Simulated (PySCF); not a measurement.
Si(CCH)2(F)(H) (C4H3FSi), SMILES C#C[SiH](F)C#C.

Geometry optimised at PBE-D3(BJ)/def2-SVP. The structure was generated by enumeration, and PubChem lists no compound with its InChIKey, so it may never have been made.

These are PySCF with PBE-D3(BJ)/def2-SVP values and carry that method's errors.

Frequencies are harmonic and unscaled.

Computed normal modes with their intensities:
```
mode  ν (cm⁻¹)  IR (km/mol)  moving atoms (share of kinetic energy)
----  --------  -----------  --------------------------------------
1           90          1.6                 C 67 %, H 17 %, Si 10 %
2          142          3.0         C 47 %, F 22 %, H 15 %, Si 15 %
3          153          1.0                  F 41 %, C 41 %, H 12 %
4          224          2.0                          C 82 %, H 17 %
5          324         17.6                          C 71 %, F 19 %
6          364         20.9                          C 77 %, F 10 %
7          409         54.6                 C 68 %, Si 17 %, F 10 %
8          596         50.6                         C 55 %, Si 34 %
9          671         66.9                 C 42 %, Si 39 %, H 19 %
10         700         17.4                          H 75 %, C 24 %
11         701         47.4                          H 77 %, C 23 %
12         715          3.9                          H 76 %, C 24 %
13         716         44.8                          H 76 %, C 24 %
14         796        295.0                         H 76 %, Si 19 %
15         804         26.5                          H 79 %, F 18 %
16         891        211.8                 Si 47 %, F 40 %, H 12 %
17        2092         34.6                           C 90 %, H 9 %
18        2093         89.9                           C 90 %, H 9 %
19        2221         86.8                                  H 97 %
20        3389         68.9                          H 86 %, C 14 %
21        3389         27.3                          H 86 %, C 14 %
```
